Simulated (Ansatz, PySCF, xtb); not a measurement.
Lewis adduct: BGeH5 (SMILES [BH2][GeH3]) (first 7 atoms) with H2O (SMILES O); geometry from B3LYP-D3(BJ)/def2-TZVP, rigid monomers moved along the line of their centres of mass till B1···O8 is 1.58 Å.
(charge 0, multiplicity 1):
```xyz
10

B      1.2228     0.2876     0.8022
Ge    -0.6192    -0.0185    -0.1290
H      2.0332    -0.5662     0.5876
H      1.6274     1.4131     0.7644
H     -0.5644     0.0266    -1.6702
H     -1.2459    -1.3967     0.2370
H     -1.7065     1.0102     0.2943
O      0.8655     0.0780     2.3234
H      0.4945    -0.7984     2.4988
H      0.2299     0.7330     2.6443
```

Interaction energies are E(AB) − E(A) − E(B) at the monomers' geometry in the complex; basis-set methods are counterpoise corrected.

Rows in 6-31G* carry no dispersion term and start afresh at each structure (6-31G* with six Cartesian d functions); the Pople sets are all-electron and without relativity.

Codes used: Ansatz (Gaussian orbitals); PySCF for 6-31G* rows; xtb for the GFN methods. Each number belongs to the level named beside it.

Q: What interaction energy does B3LYP/6-31G* give?

A: -929 meV

Q: What is the computed interaction energy (GFN1-xTB)?

A: -1089 meV

Q: What interaction energy does B3LYP/def2-TZVPPD give?

A: -866 meV

Ansatz is a program for electronic structure.
